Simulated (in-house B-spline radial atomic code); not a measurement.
Configurations of the fluorine ion F⁴⁺, with energies counted from [He] 2s2 2p1. Level of theory: scalar-relativistic (X2C) CAM-B3LYP, spin-polarised, spherical fractional occupations, Fermi nucleus of rms radius 2.8976 fm; calculated with a B-spline radial code for spherical atoms. Shells without spins written out take the highest spin.

Caution: exact exchange at fractional occupations of open shells leaves self-interaction of up to several eV.

```tsv
configuration	E - E(ref) (eV)	highest orbital	its <r> (bohr)
[He] 2s2 3s(0 up, 1 down)	61.921	3s down	2.098
[He] 2s2 3p(0 up, 1 down)	68.323	3p down	2.14
[He] 2s1 2p1 3s1	76.306	3s up	2.095
[He] 2s1 2p1 3p1	82.742	3p up	2.139
```

Problem. Order these further configurations by energy, lowest first.
A. [He] 2s(1 up, 0 down) 2p(1 up, 0 down) 3d(0 up, 1 down)
B. [He] 2s(0 up, 1 down) 2p(0 up, 2 down)
C. [He] 2s1 2p1 3d1
D. [He] 2s2 3d1

Solution. B (10.143 eV), D (73.463 eV), C (87.669 eV), A (88.789 eV).
